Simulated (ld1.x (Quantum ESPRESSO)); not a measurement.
## tellurium: variants of one TM potential

Base potential:

ld1.x (Quantum ESPRESSO) 7.5 input, shortened:

```
&input
   title='Te', zed=52., rel=1, dft='PBE', iswitch=3,
   config='[Kr] 4d10 5s2 5p4'
 /
 &inputp
   pseudotype=2, tm=.true., lloc=2,
   nlcc=.true., rcore=1.45
 /
3
5S  1  0   2.00   0.00  1.80  1.80  0.0
4P  2  1   6.00   0.00  1.45  1.45  0.0
4D  3  2  10.00   0.00  1.40  1.40  0.0
 &test
   configts(1)='4p6 4d10 5s2 5p4'
 /
```

Occupied shells without a wave of their own: 5p. They enter only through the test configuration that unscreens the potential, and ld1.x also counts them in the model core charge.

Cutoffs, loose and tight: the cutoffs (Ry, on a coarse ladder) from which the occupation-weighted sum of valence levels, in a spherical-Bessel basis at the reference potential, stays within 10 and 1 mRy of its value at 400 Ry. They do not see the model core or the augmentation charge, which bear on the density cutoff. Test errors are all-electron minus pseudo excitation energies from the reference, over the configurations 4p6 4d10 5s2 5p3; 4p6 4d10 5s2 5p2; 4p6 4d10 5s2 5p1; 4p5 4d10 5s2 5p4; 4p6 4d9 5s2 5p5; 4p6 4d10 5s2 5p0; 4p6 4d10 5s1 5p5. A dash means not determined; rows that change the core or the reference have their own tests.

With those shells counted twice in exchange and correlation these files are broken, and their errors move erratically; no question is asked of them.

A true bound ghost makes a file unfit for plane-wave use even where its test errors are small: the radial tests pick states by their node count and pass the ghost by.

```csv
change,outcome,"cutoff, loose","cutoff, tight",bound ghosts,largest test error (meV)
base,"generated, misses its reference levels by 0.25 eV",100 Ry,160 Ry,s,-4150
wave 5s (bound): rc 1.80 bohr becomes 5s (bound): rc 2.30 bohr,"generated, misses its reference levels by 0.25 eV",100 Ry,160 Ry,s,-4123
wave 4d (bound): rc 1.40 bohr becomes 4d (bound): rc 1.90 bohr,"generated, misses its reference levels by 0.37 eV",80 Ry,140 Ry,s,+726
reference 4p6 4d10 5s2 5p2; core correction a·sin(br)/r model core inside 1.45 bohr,"generated, misses its reference levels by 0.37 eV",100 Ry,160 Ry,s,-1499
wave 4p (bound): rc 1.45 bohr becomes 4p (bound): rc 1.50 bohr,"generated, misses its reference levels by 0.27 eV",100 Ry,160 Ry,s,-4259
"all radii but the core radius scaled by about 1.32 (s 2.38, p 1.92, d 1.84 bohr)","generated, misses its reference levels by 0.40 eV",80 Ry,140 Ry,s,+1125
"core correction full core density, not smoothed (it rises at the typed radius of 1.44 bohr, so ld1.x skipped the fit)","generated, misses its reference levels by 0.25 eV",100 Ry,160 Ry,s,-4150
```
